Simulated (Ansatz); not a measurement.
Ansatz (an electronic-structure program) input file for Zn(Br)(OSiH3) (BrH₃OSiZn), SMILES [SiH3][O][Zn][Br], PBE0/def2-SVPD. Geometry: TPSSh-D3(BJ)/def2-SVP. The structure was generated by enumeration; whether it is a known compound was not checked. Other conformers were not sampled.

Ansatz 0.2 input:
```yaml
crystal:
  periodic: [false, false, false]
  atoms:
    - {symbol: Zn, position_ang: [0.18200077, 0.08683887, 0.00000000]}
    - {symbol: Br, position_ang: [-0.12184626, -2.11762808, 0.00000000]}
    - {symbol: O, position_ang: [0.52261184, 1.81968284, -0.00000000]}
    - {symbol: Si, position_ang: [-0.27208274, 3.26736007, 0.00000000]}
    - {symbol: H, position_ang: [-1.14508615, 3.41872571, 1.20369820]}
    - {symbol: H, position_ang: [0.72303182, 4.37386170, 0.00000001]}
    - {symbol: H, position_ang: [-1.14508614, 3.41872571, -1.20369821]}
basis:
  gaussian:
    orbitals: def2-SVPD
hamiltonian:
  xc: {name: PBE0}
```

Output:

```
WARN ansatz: RAYON_NUM_THREADS=1 ignored (pool sized by the plan → 1); use --threads N
Functional definition: PBE0
integrals: 0.13 GiB planned
1396 factors; integrals over basis functions are off by at most 9.1e-4 eV
mean field: 0.91 GiB planned
mean field evaluation 1: about -128396.0899 eV, gradient 6.4e1 eV
mean field evaluation 2: about -128359.0837 eV, gradient 1.5e2 eV
mean field evaluation 4: about -128402.8941 eV, gradient 1.3e1 eV
mean field evaluation 8: about -128403.2133 eV, gradient 1.6e-1 eV
mean field evaluation 16: about -128403.2134 eV, gradient 1.2e-5 eV
mean field -128403.21342341 eV, -4718.7310584863 hartree, gradient 1.2e-5 eV, S^2 0.000000; 0 other end points of the search recorded, 0 dependent functions left out
reference -128403.21346799 eV, -4718.7310601246 hartree; 45, 45 occupied and 101, 101 virtual orbitals, 1396 factors
Total energy: -128403.21346799 eV, -4718.7310601246 hartree
```

The run converged.

Cost: very roughly 7 core-seconds.
